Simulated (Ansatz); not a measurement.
Reaction (substitution at a C–C bond): `CC[Si]Cl` + `[OH][In]([F])[F]` → `C[O][In]([F])[F]` + `C[Si]Cl`

Isolated molecules relaxed with PBE0-D4/def2-TZVP in Ansatz; ΔE leaves out vibrations. CBS: MP2 limit from def2 TZ/QZ plus the TZ coupled-cluster correction, frozen cores. Functionals use def2-TZVPP. HSE06 is defined as in plane-wave codes. Elements past krypton have def2 core potentials. For In outer-core shells are correlated without core-valence functions, which leaves a few kJ/mol of doubt a bond. Each species was taken in one conformer, which may not be the lowest.

```tsv
level	ΔE (kcal/mol)	difference from CCSD(T)/CBS
HSE06-D4	12.5	-0.1
B2PLYP	11.2	-1.4
revPBE	10.6	-2.0
r2SCAN	11.5	-1.1
r2SCANh	11.8	-0.8
HSE06	12.0	-0.6
MP2/def2-SVP	12.3	-0.3
CCSD(T)/def2-SVP	10.7	-1.9
MP2/def2-TZVPP	13.7	1.1
CCSD/def2-TZVPP	11.9	-0.7
CCSD(T)/CBS	12.6	0
```

Largest T1 diagnostic among the species: 0.018.

At CCSD(T), def2-SVP lies −1.9 kcal/mol from the extrapolated value and def2-TZVPP −0.4 kcal/mol. From BLYP to BHLYP (50 % exact exchange), in def2-TZVPP and without D4, ΔE moves by +1.3 kcal/mol. In def2-TZVPP, CCSD(T) changes the Hartree–Fock value by +3.1 kcal/mol (the triples alone add +0.3 kcal/mol) and MP2 by +4.6 kcal/mol.
